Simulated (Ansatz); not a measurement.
Basis sets compared for Li₉Cl₉ (started as a model of: 2x3x3 LiCl rock-salt block). The state is a singlet with charge 0. Geometry PBE-D4/def2-SVP. Ansatz on 4 threads of Arm Neoverse V1 on a shared host; times are rough, and most runs start from earlier orbitals.

Cartesian coordinates in Å:
```
Li 2.868 1.506 0.474
Cl 2.556 0.232 -1.422
Li 1.521 -1.555 -2.447
Cl 0.913 2.724 0.598
Li 0.128 0.879 -0.980
Cl -0.633 -0.790 -2.754
Li -1.342 2.786 1.074
Cl -2.276 1.701 -0.734
Li -2.689 -0.275 -1.847
Cl 2.880 0.089 2.232
Li 2.137 -1.414 0.496
Cl 1.422 -3.225 -0.930
Li 0.612 0.900 2.373
Cl -0.113 -0.781 0.871
Li -0.824 -2.364 -0.741
Cl -1.676 1.474 2.881
Li -2.350 -0.050 1.136
Cl -3.135 -1.839 -0.280
```

Binding counts from free atoms (Li doublet, Cl doublet) in the same basis, without a counterpoise term.

| level | functions | energy (Eh) | HOMO (eV) | LUMO (eV) | binding per atom (eV) | wall time |
| --- | --- | --- | --- | --- | --- | --- |
| HF/STO-3G | 126 | -4158.9428 | -10.22 | 3.32 | 3.36 | 2.1 s |
| HF/6-31G | 198 | -4203.5659 | -11.95 | 0.84 | 2.57 | 7 s |
| PBE-D4/def2-SVP | 243 | -4207.5198 | -6.91 | -1.20 | 3.42 | 10 s |
| PBE0-D4/def2-SVP | 243 | -4207.9299 | -8.31 | -0.63 | 3.40 | 16 s |

Estimate the rows for PBE-D4/def2-TZVP, PBE0-D4/def2-TZVP (with forces).


```tsv
level	functions	energy (Eh)	HOMO (eV)	LUMO (eV)	binding per atom (eV)	wall time
PBE-D4/def2-TZVP	459	-4208.9289	-7.05	-1.25	3.24	17 s
PBE0-D4/def2-TZVP (with forces)	459	-4209.3161	-8.41	-0.66	3.23	81 s
```
